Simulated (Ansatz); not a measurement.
Reaction (atomization): `CO[SiH](C)O[Si](O)(O)O` → 2 C• + 10 H• + 5 O• + 2 Si•

Isolated molecules relaxed with PBE0-D4/def2-TZVP in Ansatz; ΔE leaves out vibrations. CBS: MP2 limit from def2 TZ/QZ plus the TZ coupled-cluster correction, frozen cores. This one scheme is used for every species, atoms too. Functionals use def2-TZVPP. Open shells (•) are unrestricted, without spin–orbit coupling. Spin–orbit coupling would lower the free atoms: a little for C, O, Si. Each species was taken in one conformer, which may not be the lowest.

```
           level  ΔE (kJ/mol)
         BLYP-D4       7768.8
CCSD(T)/def2-SVP       7239.2
   HF/def2-TZVPP       5666.9
   HF/def2-QZVPP       5685.9
```

What does CCSD(T)/CBS give? (Estimate.)

Computed: +7845.5 kJ/mol. The listed levels differ from it by -76.7, -606.3, -2178.6, -2159.6 kJ/mol.

Largest T1 diagnostic among the species: 0.012.

At CCSD(T), def2-SVP lies −606.3 kJ/mol from the extrapolated value and def2-TZVPP −226.8 kJ/mol: correlation converges slowly with the basis, and small sets miss more of it in the bonded molecule than in its fragments. From BLYP to BHLYP (50 % exact exchange), in def2-TZVPP and without D4, ΔE moves by −183.2 kJ/mol: exact exchange takes away binding that semilocal exchange gives to molecules. The D4 term adds +75.8 kJ/mol with B3LYP and +41.0 kJ/mol with PBE0; it sums over pairs of atoms, weighted by their polarisabilities, and B3LYP, whose exchange is more repulsive, gets the larger term.

B3LYP here is the variant with VWN-RPA as its local correlation; programs differ in this.

For atomizations the MP2-based limit and the directly extrapolated one differ by several kJ/mol either way, and by 10 to 25 for some Ge, Se and Sn compounds, so smaller differences from it don't rank the levels.
